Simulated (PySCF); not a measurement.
Zn²⁺ (zinc, charge +2): LDA calculation

Configuration: [Ar] 3d9 4p1, one real determinant (an excited configuration). Calculation: PySCF 2.14, in aug-cc-pwCVDZ-PP with ECP10MDF (6s6p5d3f, 70 functions); scalar relativity through the core potential.

| Item | Value |
| --- | --- |
| Total energy | -225.0253 hartree |
| One-electron energy | -385.9485 hartree |
| Hartree (Coulomb) energy | 180.4940 hartree |
| Exchange-correlation energy | -19.5709 hartree |
| ⟨S²⟩ | 2.0001 |
| ⟨L²⟩ | 8.004 |
| Sum of ⟨r⟩ | 15.63 bohr |
| Sum of ⟨r²⟩ | 19.70 bohr² |
| Traceless quadrupole moment −½Σ⟨3z² − r²⟩ along its main axis | -2.59 e·bohr² |

```json
{"shell": "3s α", "electrons": "1", "mean orbital energy (eV)": "-160.90", "spread (eV)": "0", "rms radius, mean of both spins (bohr)": "0.732"}
{"shell": "3s β", "electrons": "1", "mean orbital energy (eV)": "-159.38", "spread (eV)": "0", "rms radius, mean of both spins (bohr)": "0.732"}
{"shell": "3p α", "electrons": "3", "mean orbital energy (eV)": "-114.35", "spread (eV)": "2.036", "rms radius, mean of both spins (bohr)": "0.773"}
{"shell": "3p β", "electrons": "3", "mean orbital energy (eV)": "-112.86", "spread (eV)": "0.601", "rms radius, mean of both spins (bohr)": "0.773"}
{"shell": "3d α", "electrons": "5", "mean orbital energy (eV)": "-40.614", "spread (eV)": "2.221", "rms radius, mean of both spins (bohr)": "0.937"}
{"shell": "3d β", "electrons": "4", "mean orbital energy (eV)": "-39.170", "spread (eV)": "0.548", "rms radius, mean of both spins (bohr)": "0.937"}
{"shell": "4p α", "electrons": "1", "mean orbital energy (eV)": "-19.309", "spread (eV)": "0", "rms radius, mean of both spins (bohr)": "2.67"}
```

⟨L²⟩ = 8.00 against 12 for a pure F term, so this real determinant mixes terms. Energies and moments cover only the electrons outside the core potential.
